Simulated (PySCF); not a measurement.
C₂H₅O₂Si (doublet state).
Z-matrix (Å and degrees, GFN2-xTB geometry), rows numbered from 1:
```
C 
O   1  1.4054
Si  2  1.6068  1  132.24
C   3  1.8390  2  121.56  1    -2.56
O   4  1.2459  3  119.52  2     0.51
H   1  1.0914  2  108.32  3   128.59
H   1  1.0916  2  108.70  3  -112.85
H   1  1.0888  2  111.44  3     7.81
H   3  1.4376  2  102.73  1   178.96
H   4  1.1002  3  120.54  2  -179.88
```

The hyperfine couplings belong to this conformer and change with its torsions.

The species is `CO[SiH]C=O` [radical].

The calculation used UKS B3LYP, pcH-1 on C H O Si, non-relativistic, mean-field spin-orbit, GIAO in PySCF. The structure is a single GFN2-xTB conformer in the gas phase; no vibrational or solvent corrections. The geometry wasn't refined by DFT: couplings that depend on bond lengths, twists or pyramidal angles can differ widely from those at the functional's own minimum, by a factor of two or more for some ions and for spin on atoms past the first row. No stability test was run, so a lower SCF solution isn't excluded.

Principal values of hyperfine tensors in MHz (contact, dipolar and spin–orbit terms together), for some of the nuclei:

| atom | isotope | A1 | A2 | A3 |
| --- | --- | --- | --- | --- |
| Si3 | 29Si | -215.99 | -35.67 | -33.58 |
| H9 | 1H | -42.57 | -32.02 | -27.36 |
| C4 | 13C | -31.39 | -24.59 | -16.18 |
| O5 | 17O | -122.79 | 25.23 | 27.69 |
| O2 | 17O | -47.39 | 0.38 | 1.01 |
| H7 | 1H | 6.53 | 6.95 | 11.16 |
| H6 | 1H | 4.18 | 4.51 | 8.72 |
| C1 | 13C | -3.31 | -3.09 | -1.67 |

(1) Give the isotropic coupling of each nucleus in MHz and in mT (g = 2.0038), and the anisotropic part.

(2) What spin density at the nucleus of C1 lies behind its contact coupling (g_N = 1.40482)?

(3) H10 (1H, g_N = 5.58569) isn't in the table. Its spin density at the nucleus is -0.003445 bohr⁻³. What is its contact coupling?

(4) Name the largest traceless tensor T of the table and describe it.

(5) In a single crystal, with the field along each principal axis of the tensor of C4 in turn, what first-order splitting does this nucleus give (isotropic g, quadrupole terms neglected)?

Results:

(1) a_iso is a third of the trace, T = A − a_iso, and a(mT) = a(MHz)/(g × 13.996). The tensors hold a spin–orbit part: the run splits a_iso into a_FC + a_SO, and T includes its anisotropic share.

```csv
atom,a_iso (MHz),a_FC,a_SO,a_iso (mT),T1,T2,T3
Si3,-95.08,-95.99,0.91,-3.390,-120.91,59.41,61.50
H9,-33.98,-33.98,0.00,-1.212,-8.59,1.96,6.62
C4,-24.05,-24.00,-0.06,-0.858,-7.34,-0.53,7.87
O5,-23.29,-23.16,-0.13,-0.830,-99.50,48.52,50.98
O2,-15.33,-15.29,-0.05,-0.547,-32.06,15.72,16.34
H7,8.21,8.21,0.00,0.293,-1.69,-1.26,2.95
H6,5.80,5.80,0.00,0.207,-1.63,-1.29,2.92
C1,-2.69,-2.70,0.01,-0.096,-0.62,-0.40,1.02
```

(2) a_FC = 800.24 MHz bohr³ × g_N × ρ(0)/(2S). With a_FC = -2.70 MHz and 2S = 1, ρ(0) = -0.002399 bohr⁻³.

(3) By the same relation, a_FC = -15.40 MHz. Its full tensor has the principal values -19.01, -17.21, -10.00 MHz.

(4) Si3: -120.9, 59.4, 61.5 MHz (the dipolar term alone has -120.0, 58.9, 61.1), axial, in the ratio +1:+1:−2, the form that spin in one p orbital centred on that nucleus gives (the nuclear moment is negative).

(5) 2 lines (I = 1/2), spaced by |A_i|/(g × 13.996): 1.12, 0.88, 0.58 mT along the axes of A1, A2 and A3.

The run took 27 s (with the writing of density and orbital grids) on an Arm Neoverse V1 with one thread, on a shared host, and the process peaked at 0.56 GiB of memory.
